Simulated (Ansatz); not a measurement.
A geometry optimisation of CCuSi+ with B3LYP-D3(BJ)/def2-SVP

The starting geometry of this gas-phase triplet was optimised with GFN2-xTB as a singlet.

```xyz
3

C    -1.1196   -1.0892   -2.2111
Cu   -0.0530    1.3497    0.8393
Si   -0.6371   -0.0218   -0.8759
```

Problem. Where would you expect an optimisation with B3LYP-D3(BJ)/def2-SVP to take it?

Solution. It rearranges, giving a structure given below by its coordinates. Contacts that open: Cu2–Si3 (2.27 → 3.64 Å). Contacts that close: C1–Cu2 (4.05 → 1.84 Å).

The energy falls by 1.98 eV over 20 steps:

```json
{"step": "1", "E − E(last) (eV)": "1.981"}
{"step": "3", "E − E(last) (eV)": "1.934"}
{"step": "5", "E − E(last) (eV)": "1.866"}
{"step": "7", "E − E(last) (eV)": "1.781"}
{"step": "9", "E − E(last) (eV)": "1.619"}
{"step": "12", "E − E(last) (eV)": "0.714"}
{"step": "14", "E − E(last) (eV)": "0.364"}
{"step": "16", "E − E(last) (eV)": "0.184"}
{"step": "18", "E − E(last) (eV)": "0.003"}
{"step": "20", "E − E(last) (eV)": "0.000"}
```

Final geometry (Å):

| atom | x (Å) | y (Å) | z (Å) |
| --- | --- | --- | --- |
| C | -0.5961 | 0.0727 | -0.7578 |
| Cu | -1.6119 | 1.0338 | 0.4344 |
| Si | 0.3983 | -0.8677 | -1.9243 |

The end wasn't checked by frequencies. Open shells are spin-unrestricted. The triplet needn't be the ground state. Run with Ansatz 0.2.0, 5 min on 1 thread of AMD EPYC (Zen 3) (shared host).
